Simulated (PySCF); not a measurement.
Mean harmonic wavenumber (cm⁻¹) of eight molecules of H, C, N, O, S and their like: PBE-D3(BJ) beside PBE0-D3(BJ), computed with PySCF for isolated molecules in the bases named; differences from unrounded values. The eight are the first of their class met in an unordered collection, after screening for sound electronic states; none was chosen by its value. Each level has its own optimised geometry.

```json
[
 {"molecule": "methylamine (CH5N), SMILES NC", "basis": "def2-TZVP", "PBE0-D3(BJ)": "1878", "PBE-D3(BJ)": "1819", "difference": "-60"},
 {"molecule": "H₃N, SMILES N", "basis": "def2-TZVPD", "PBE0-D3(BJ)": "2518", "PBE-D3(BJ)": "2439", "difference": "-79"},
 {"molecule": "N-methylmethanimine (C2H5N), SMILES C=NC", "basis": "def2-TZVP", "PBE0-D3(BJ)": "1664", "PBE-D3(BJ)": "1608", "difference": "-56"},
 {"molecule": "3-ethylideneoxetane (C5H8O), SMILES C1(=CC)COC1", "basis": "def2-SVP", "PBE0-D3(BJ)": "1460", "PBE-D3(BJ)": "1406", "difference": "-54"},
 {"molecule": "3-methylsulfanylbuta-1,2-diene (C5H8S), SMILES C=C=C(C)SC", "basis": "def2-SVP", "PBE0-D3(BJ)": "1381", "PBE-D3(BJ)": "1333", "difference": "-48"},
 {"molecule": "2,3-dihydrothiophene (C4H6S), SMILES C1=CSCC1", "basis": "def2-SVP", "PBE0-D3(BJ)": "1463", "PBE-D3(BJ)": "1412", "difference": "-51"},
 {"molecule": "C₅H₄O₂, SMILES C=C=C1OCC1=O", "basis": "def2-SVP", "PBE0-D3(BJ)": "1258", "PBE-D3(BJ)": "1205", "difference": "-53"},
 {"molecule": "C₃H₃NO₃S, SMILES O=S(/C=C/C#N)(O)=O", "basis": "def2-SVP", "PBE0-D3(BJ)": "1080", "PBE-D3(BJ)": "1028", "difference": "-51"}
]
```

PBE-D3(BJ) lies below PBE0-D3(BJ) in 8 and above it in 0 of the eight; the mean signed difference is -56 and the largest -79 cm⁻¹.
